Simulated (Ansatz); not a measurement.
Born–Oppenheimer molecular dynamics of CH$_{7}$BF$_{2}$OSi (13 atoms, charge 0, multiplicity 1). It starts at the highest image of a converged band. Of that band: Neighbouring images differ by up to 1.9 eV, so the band resolves the path poorly. A vibrational analysis at the climbing image gives one clearly imaginary mode, 1923i cm⁻¹: a first-order saddle point.

All numbers below come from Ansatz, RHF/def2-SVP.

```yaml
ensemble: NVE (velocity Verlet)
time_step: 0.5 fs
steps_asked: 200
starting_velocities_drawn_for: 300 K
seed: 7621
```

Frames 2.5 fs apart, positions in Å, forces in eV/Å.

Velocities at 15 fs (Å/ps):

```
B -3.13 -8.98 1.53
C 7.13 -1.14 7.46
H -7.45 6.23 9.76
H -14.65 -7.53 -10.79
H 6.68 -10.68 -23.01
F -0.63 2.31 0.72
F -0.64 -1.12 -3.92
O -0.33 -1.53 -4.08
Si 0.08 1.41 0.15
H -2.31 -2.92 10.61
H -3.96 -11.99 -21.80
H -5.34 0.75 -9.51
H 2.64 98.59 60.48
```

```xyz
13
Properties=species:S:1:pos:R:3:forces:R:3 time_fs=15 energy_less_start_eV=-0.552 T=684
B -0.047 -0.337 0.149 0.65 -2.58 -1.75
C 0.122 0.022 2.047 0.41 1.12 2.54
H -0.696 -0.109 2.756 0.12 0.13 0.30
H 1.102 -0.219 2.501 -0.50 0.50 -0.01
H 0.097 1.071 1.746 0.07 -0.43 -0.44
F 1.126 0.182 -0.303 -1.23 -0.50 0.53
F -1.172 0.187 -0.367 0.70 -0.03 0.84
O -0.092 -1.833 0.349 -0.18 0.40 -2.25
Si -0.930 -3.004 -0.529 0.43 1.09 0.02
H -0.513 -4.385 -0.212 0.14 0.15 0.16
H -2.347 -2.813 -0.189 -0.26 -0.22 -0.12
H -0.655 -2.697 -1.953 -0.20 -0.26 -0.03
H -0.019 -0.924 1.507 -0.15 0.62 0.22
13
Properties=species:S:1:pos:R:3:forces:R:3 time_fs=17.5 energy_less_start_eV=-0.244 T=477
B -0.053 -0.367 0.147 0.75 -2.69 -2.94
C 0.140 0.029 2.077 -0.57 7.97 6.24
H -0.703 -0.086 2.786 0.71 0.50 0.10
H 1.071 -0.225 2.485 1.52 0.20 1.02
H 0.115 1.032 1.677 0.06 -0.03 -0.17
F 1.123 0.187 -0.301 -1.60 -0.78 0.90
F -1.173 0.184 -0.376 0.96 -0.20 1.19
O -0.093 -1.835 0.335 -0.15 1.41 -1.58
Si -0.930 -2.999 -0.529 0.32 0.68 -0.40
H -0.515 -4.386 -0.182 0.12 0.35 0.06
H -2.365 -2.848 -0.246 -0.19 -0.10 0.02
H -0.674 -2.705 -1.975 -0.13 -0.33 0.25
H -0.034 -0.750 1.604 -1.81 -6.98 -4.70
13
Properties=species:S:1:pos:R:3:forces:R:3 time_fs=20 energy_less_start_eV=-1.009 T=1007
B -0.054 -0.411 0.128 0.81 -0.60 -2.65
C 0.155 0.065 2.130 -1.51 -1.49 -0.61
H -0.673 -0.034 2.826 0.18 0.57 0.53
H 1.113 -0.216 2.520 0.50 0.29 0.39
H 0.138 0.994 1.599 0.12 0.75 0.37
F 1.114 0.189 -0.295 -1.58 -1.13 0.78
F -1.170 0.180 -0.380 1.01 -0.56 1.11
O -0.095 -1.833 0.314 -0.02 0.34 -1.82
Si -0.928 -2.993 -0.530 -0.41 -0.10 -0.85
H -0.509 -4.366 -0.148 0.17 0.33 0.05
H -2.393 -2.890 -0.301 0.16 0.05 0.16
H -0.701 -2.731 -1.983 0.03 -0.26 0.25
H -0.125 -0.862 1.513 0.53 1.80 2.27
13
Properties=species:S:1:pos:R:3:forces:R:3 time_fs=22.5 energy_less_start_eV=-0.872 T=916
B -0.052 -0.459 0.095 0.58 1.22 -2.38
C 0.163 0.098 2.184 0.10 -2.83 -2.21
H -0.633 0.052 2.897 -0.26 0.64 0.84
H 1.182 -0.189 2.578 -1.35 0.64 -0.41
H 0.167 0.993 1.545 0.06 0.02 1.18
F 1.100 0.188 -0.287 -1.34 -1.37 0.62
F -1.164 0.175 -0.381 1.00 -0.85 0.97
O -0.097 -1.829 0.287 0.21 -0.32 -1.63
Si -0.928 -2.987 -0.532 -1.06 -0.73 -0.96
H -0.493 -4.328 -0.110 0.23 0.07 0.10
H -2.412 -2.929 -0.347 0.37 0.18 0.29
H -0.725 -2.772 -1.978 0.20 -0.11 -0.06
H -0.195 -0.911 1.522 1.24 3.43 3.66
13
Properties=species:S:1:pos:R:3:forces:R:3 time_fs=25 energy_less_start_eV=-1.894 T=1626
B -0.046 -0.501 0.049 0.10 1.89 -2.64
C 0.170 0.118 2.228 -0.13 0.10 0.72
H -0.600 0.177 3.011 0.60 0.71 0.02
H 1.182 -0.127 2.617 -0.83 0.37 -0.18
H 0.198 0.996 1.557 -0.13 -0.29 1.08
F 1.082 0.183 -0.277 -0.89 -1.36 0.54
F -1.155 0.167 -0.379 0.90 -0.93 0.94
O -0.098 -1.826 0.254 0.47 0.29 -0.41
Si -0.930 -2.983 -0.537 -1.21 -1.21 -0.84
H -0.464 -4.285 -0.066 0.23 -0.17 0.10
H -2.410 -2.957 -0.375 0.24 0.27 0.38
H -0.739 -2.821 -1.976 0.30 -0.01 -0.34
H -0.197 -0.774 1.731 0.34 0.33 0.64
13
Properties=species:S:1:pos:R:3:forces:R:3 time_fs=27.5 energy_less_start_eV=-1.788 T=1561
B -0.040 -0.532 -0.012 -0.34 2.64 -2.09
C 0.178 0.143 2.277 0.56 6.57 5.07
H -0.534 0.343 3.128 1.05 0.41 -0.66
H 1.143 -0.045 2.648 1.38 -0.27 0.63
H 0.222 0.986 1.627 -0.31 0.44 -0.32
F 1.062 0.173 -0.265 -0.05 -1.04 0.25
F -1.143 0.156 -0.374 0.46 -0.80 0.61
O -0.097 -1.822 0.220 0.68 0.20 0.41
Si -0.934 -2.981 -0.543 -0.86 -1.85 -0.90
H -0.421 -4.252 -0.017 0.06 -0.14 -0.02
H -2.395 -2.969 -0.381 -0.11 0.31 0.40
H -0.734 -2.870 -1.993 0.27 0.03 -0.20
H -0.201 -0.661 1.961 -2.79 -6.49 -3.18
13
Properties=species:S:1:pos:R:3:forces:R:3 time_fs=30 energy_less_start_eV=-2.367 T=1962
B -0.035 -0.548 -0.085 -0.72 2.50 -0.83
C 0.186 0.190 2.347 -2.24 -1.99 2.36
H -0.412 0.531 3.211 0.25 -0.06 -0.29
H 1.172 0.024 2.711 0.96 -0.47 0.22
H 0.228 1.001 1.679 -0.33 0.61 -1.22
F 1.041 0.160 -0.253 1.17 -0.34 -0.20
F -1.130 0.143 -0.367 -0.39 -0.34 0.00
O -0.093 -1.818 0.186 0.71 -0.44 0.24
Si -0.940 -2.983 -0.551 -0.26 -2.27 -0.94
H -0.376 -4.226 0.031 -0.20 0.01 -0.22
H -2.386 -2.963 -0.364 -0.32 0.28 0.32
H -0.715 -2.918 -2.020 0.10 0.03 0.19
H -0.317 -0.819 2.051 1.26 2.49 0.36
13
Properties=species:S:1:pos:R:3:forces:R:3 time_fs=32.5 energy_less_start_eV=-2.028 T=1728
B -0.035 -0.551 -0.161 -0.83 1.01 0.56
C 0.185 0.232 2.430 0.14 -1.91 0.41
H -0.276 0.718 3.279 -0.66 -0.35 0.37
H 1.249 0.066 2.784 -1.23 -0.23 -0.78
H 0.215 1.041 1.671 -0.24 -1.15 0.17
F 1.024 0.146 -0.241 2.49 0.55 -0.62
F -1.119 0.129 -0.360 -1.58 0.43 -0.63
O -0.087 -1.815 0.154 0.65 -0.41 -0.06
Si -0.947 -2.991 -0.561 0.01 -2.24 -0.62
H -0.342 -4.200 0.066 -0.41 -0.01 -0.34
H -2.394 -2.941 -0.328 -0.13 0.19 0.13
H -0.690 -2.964 -2.038 -0.10 0.03 0.37
H -0.378 -0.872 2.146 1.90 4.09 1.04
13
Properties=species:S:1:pos:R:3:forces:R:3 time_fs=35 energy_less_start_eV=-2.399 T=1983
B -0.038 -0.549 -0.235 -0.38 -0.71 1.82
C 0.185 0.266 2.515 1.57 1.67 0.34
H -0.173 0.882 3.362 -0.63 -0.96 -0.19
H 1.265 0.093 2.816 -1.23 -0.18 -0.76
H 0.187 1.021 1.670 -0.08 -1.43 0.98
F 1.015 0.134 -0.231 3.29 1.22 -0.88
F -1.112 0.116 -0.356 -2.81 1.28 -1.11
O -0.079 -1.814 0.121 0.49 -0.18 -0.45
Si -0.953 -3.002 -0.573 -0.07 -1.74 0.02
H -0.331 -4.176 0.082 -0.44 -0.26 -0.29
H -2.408 -2.907 -0.284 0.24 0.06 -0.12
H -0.670 -3.007 -2.035 -0.25 0.03 0.16
H -0.335 -0.698 2.298 0.28 1.19 0.48
13
Properties=species:S:1:pos:R:3:forces:R:3 time_fs=37.5 energy_less_start_eV=-2.010 T=1718
B -0.044 -0.550 -0.299 0.44 -1.33 2.71
C 0.193 0.310 2.604 3.55 7.74 1.66
H -0.108 0.990 3.435 -0.42 -1.00 -0.46
H 1.218 0.107 2.805 1.00 -0.46 -0.02
H 0.154 0.924 1.718 -0.02 0.13 -0.13
F 1.016 0.126 -0.224 3.08 1.35 -1.01
F -1.114 0.107 -0.354 -3.36 1.76 -1.35
O -0.069 -1.813 0.087 0.30 -0.33 -0.91
Si -0.960 -3.018 -0.584 -0.13 -1.05 0.65
H -0.346 -4.169 0.081 -0.33 -0.56 -0.12
H -2.410 -2.869 -0.248 0.36 -0.05 -0.30
H -0.665 -3.049 -2.023 -0.29 0.02 -0.25
H -0.299 -0.493 2.473 -4.18 -6.23 -0.49
13
Properties=species:S:1:pos:R:3:forces:R:3 time_fs=40 energy_less_start_eV=-2.444 T=2016
B -0.048 -0.558 -0.348 0.89 -0.53 3.25
C 0.214 0.383 2.699 -1.65 -2.09 -0.03
H -0.068 1.046 3.488 -0.36 0.33 0.56
H 1.223 0.094 2.791 1.33 -0.50 0.37
H 0.118 0.833 1.757 -0.23 1.16 -1.07
F 1.026 0.121 -0.220 2.12 1.02 -1.14
F -1.126 0.103 -0.357 -2.78 1.54 -1.42
O -0.058 -1.814 0.049 0.13 -0.90 -1.23
Si -0.967 -3.036 -0.594 0.11 -0.61 0.89
H -0.381 -4.193 0.072 -0.24 -0.57 -0.02
H -2.392 -2.835 -0.229 0.12 -0.11 -0.33
H -0.678 -3.090 -2.025 -0.30 0.01 -0.42
H -0.441 -0.547 2.635 0.86 1.24 0.59
13
Properties=species:S:1:pos:R:3:forces:R:3 time_fs=42.5 energy_less_start_eV=-2.045 T=1740
B -0.046 -0.569 -0.379 0.70 0.95 3.40
C 0.229 0.450 2.793 -1.28 -4.84 -2.35
H -0.049 1.118 3.569 0.00 0.75 0.61
H 1.291 0.059 2.798 -1.33 0.59 0.58
H 0.072 0.802 1.752 -0.02 0.52 1.25
F 1.044 0.120 -0.219 0.99 0.54 -1.26
F -1.147 0.105 -0.364 -1.41 0.82 -1.40
O -0.046 -1.818 0.007 0.04 -1.56 -1.27
Si -0.974 -3.055 -0.602 0.53 -0.62 0.61
H -0.431 -4.250 0.062 -0.22 -0.21 -0.08
H -2.367 -2.806 -0.229 -0.29 -0.08 -0.22
H -0.708 -3.130 -2.050 -0.30 0.01 -0.14
H -0.557 -0.567 2.825 2.59 3.12 0.27
```

Of the whole run (100 fs, mean temperature of the second half 2065 K): The conserved energy stayed within 0.85 meV per atom of its start (net change -0.17 meV per atom), so the integration is sound. The kinetic energy rose, since the run started high on the potential surface and went downhill. It ends in pieces (BF2H3OSi + CH4), so much of that is their flight and rotation, not heat. A run of 0.1 ps of so small a system gives no equilibrium averages. The orbitals stay closed-shell, which can raise the energy where a bond breaks towards radicals; this wasn't checked here.

Time of the run: 5.6 min on 2 threads of Arm Neoverse V2, on a shared host, peak memory 0.27 GiB.
